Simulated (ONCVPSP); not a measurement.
Before and after: ONCV potential for Re (Z = 75)

* Element: rhenium
* Generator: ONCVPSP 4.0.1
* Type: optimised norm-conserving Vanderbilt (ONCV)
* Functional: PBE
* Relativity: scalar-relativistic
* Frozen core: [Kr] 4d10 4f14
* Valence charge: 15
* Reference configuration: 5s2 5p6 5d6 6s1
* Partial waves: 5s+6s: rc 1.90 bohr, ncon 3, nbas 8, qcut 7.1 1/bohr, 3 projectors, debl 3 Ha; 5p: rc 1.25 bohr, ncon 4, nbas 8, qcut 5.6 1/bohr, 3 projectors, debl 3.7 Ha; 5d: rc 2.40 bohr, ncon 3, nbas 7, qcut 7.8 1/bohr, 3 projectors, debl 2.1 Ha
* Local potential: polynomial inside 1.00 bohr (lpopt 5, dvloc0 1 Ha)
* Core correction: polynomial model core, fcfact 0.25

Change: d: ncon 5, nbas 9.

Cutoffs: the cutoffs (Ha) at which the residual kinetic energy of the hardest occupied pseudo-wave falls to 1 and 0.1 mHa per electron; they do not see the model core or the augmentation charge, which bear on the density cutoff. Errors are all-electron minus pseudo energies relative to the spin-unpolarised reference configuration.

How do hardness, ghosts and transferability respond?

The potential gets neither clearly harder nor softer (116 Ha and 137 Ha → 116 Ha and 137 Ha); of the 4 tests that both files solve, the error grows in 2 and shrinks in 0 by more than 15 % and 0.3 meV (median size 5.3 → 5.1 meV); neither file shows a bound ghost.

```csv
quantity,base,changed
"cutoff, loose",116 Ha,116 Ha
"cutoff, tight",137 Ha,137 Ha
loose cutoff by channel,"s 15 Ha, p 116 Ha, d 15 Ha","s 15 Ha, p 116 Ha, d 15 Ha"
bound ghosts,none,none
GHOST(+) flags under 300 eV,s at 141.1 eV,s at 141.1 eV
"error for 5s2 5p6 5d5 6s2, meV [ΔE -0.94 eV]",-1.9,-2.2
"error for 5s2 5p6 5d5 6s1, meV [ΔE 8.30 eV]",-1.1,-0.9
"error for 5s2 5p6 5d5 6s0, meV [ΔE 24.63 eV]",-8.8,-8.1
"error for 5s2 5p6 5d4 6s2 6p1, meV [ΔE 4.11 eV]",-11,-14
s: phases at 1.93 bohr within 0.05 rad from the reference energy up to (Ha; the scan ends near 5),to the end of the scan,to the end of the scan
p: phases at 1.27 bohr within 0.05 rad from the reference energy up to (Ha; the scan ends near 5),to the end of the scan,to the end of the scan
d: phases at 2.43 bohr within 0.05 rad from the reference energy up to (Ha; the scan ends near 5),to the end of the scan,to the end of the scan
"rms error of d²Exc/dni dnj with the model core, mHa",1.20,1.20
```
